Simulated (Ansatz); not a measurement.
The cluster Ag2Cl⁺. Charge 1, multiplicity 5. Geometry PBE0-D4/def2-TZVP.

```tsv
atom	x (Å)	y (Å)	z (Å)
Ag1	1.3651	-0.0228	1.6293
Ag2	-0.7434	0.7383	-1.8496
Cl3	-0.6218	-0.7154	0.2203
```

In the def2 sets Ag takes a core potential; there is no spin–orbit coupling. At PBE0-D4/def2-TZVP a singlet of charge 1 lies 7.90 eV below the quintet, each at its own geometry. The structure comes from a short search, and lower isomers may exist.

(1) Estimate the α-spin orbital energies around the gap (eV) in Ansatz with HF/def2-TZVP, PBE-D4/def2-TZVP, r2SCAN-D4/def2-TZVP, B97M-V/def2-TZVP, PBE0-D4/def2-TZVP.

Answers

(1) 
```tsv
orbital	HF/def2-TZVP	PBE-D4/def2-TZVP	r2SCAN-D4/def2-TZVP	B97M-V/def2-TZVP	PBE0-D4/def2-TZVP
HOMO−13	-25.79	-16.63	-17.14	-17.05	-18.63
HOMO−12	-24.56	-15.60	-16.06	-16.15	-17.67
HOMO−11	-24.55	-15.46	-15.94	-16.05	-17.60
HOMO−10	-24.50	-15.37	-15.85	-15.97	-17.52
HOMO−9	-24.49	-15.22	-15.70	-15.87	-17.43
HOMO−8	-23.97	-14.94	-15.42	-15.56	-17.12
HOMO−7	-23.96	-14.94	-15.42	-15.55	-17.12
HOMO−6	-23.96	-14.93	-15.40	-15.54	-17.10
HOMO−5	-23.95	-14.93	-15.40	-15.54	-17.10
HOMO−4	-18.90	-14.69	-15.16	-15.05	-16.38
HOMO−3	-18.26	-14.61	-15.09	-15.02	-16.37
HOMO−2	-17.48	-14.14	-14.52	-14.46	-15.60
HOMO−1	-12.98	-10.14	-10.44	-9.93	-10.90
HOMO	-12.49	-9.64	-9.98	-9.40	-10.37
LUMO	-3.59	-6.20	-6.04	-6.18	-5.56
LUMO+1	-3.18	-5.70	-5.49	-5.69	-5.08
LUMO+2	-2.87	-5.49	-5.31	-5.42	-4.83
LUMO+3	-2.49	-5.09	-4.87	-5.00	-4.42
LUMO+4	-2.00	-4.89	-4.48	-4.73	-4.23
LUMO+5	-0.77	-3.83	-3.33	-3.60	-3.08
β HOMO	-17.23	-13.74	-14.05	-14.01	-15.18
β LUMO	-6.25	-13.54	-13.49	-13.34	-12.50
```
